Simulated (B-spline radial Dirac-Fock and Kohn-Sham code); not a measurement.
# Core and valence levels of Dy⁵⁰⁺

System: the Dy⁵⁰⁺ ion in the configuration [Ne] 3s2 3p4; nuclear rms radius 5.2218 fm (A = 164).

Level of theory: Dirac-Fock (average of configuration) total-energy differences with a finite nucleus, the Breit interaction including its frequency dependence, and self-energy and vacuum-polarisation corrections; a radial B-spline solver. Correlation energy is missing from these numbers. Energies are counted from the vacuum level. Subshells whose hole state is unreliable or did not converge are left out.

All terms are in eV, carry their sign (relaxation lowers the binding energy) and add up to the binding energy; ⟨r⟩ is the mean radius of the orbital in the initial state.

| subshell | −ε (Koopmans) | relaxation | Gaunt | retardation | self-energy | vacuum polarisation | binding energy | ⟨r⟩ (bohr) |
| --- | --- | --- | --- | --- | --- | --- | --- | --- |
| K | 57599.0 | -30.60 | -172.74 | 14.98 | -98.18 | 16.52 | 57329.0 | 0.021 |
| L1 | 12474.0 | -6.38 | -18.41 | 1.20 | -13.77 | 2.15 | 12438.8 | 0.088 |
| L2 | 12038.4 | -8.41 | -30.49 | 3.00 | 0.24 | 0.04 | 12002.8 | 0.073 |
| M1 | 4893.8 | -0.74 | -4.46 | 0.44 | -3.66 | 0.55 | 4885.9 | 0.215 |
| M2,3 | 4594.7 | -0.82 | -5.94 | 1.13 | -0.22 | -0.01 | 4588.8 | 0.214 |

For the deepest level, K (1s), the Breit terms make up -0.275 % of the binding energy, QED -0.142 % and orbital relaxation -0.053 %.

Going to the tabulated ground configuration of the next ion removes an electron from M2,3 (3p), computed at 4588.8 eV. NIST lists 4523 ± 4 eV as the ionisation energy of this species (theoretical), -65.80 eV from the computed value. Where a p, d or f shell is open in either ion the computed value averages over both j values and all terms, while the table refers to the lowest levels; that difference holds spin-orbit splitting (largest in heavy or highly charged ions), term energies where several electrons share open shells, and correlation, and it can reach 10 % or more.
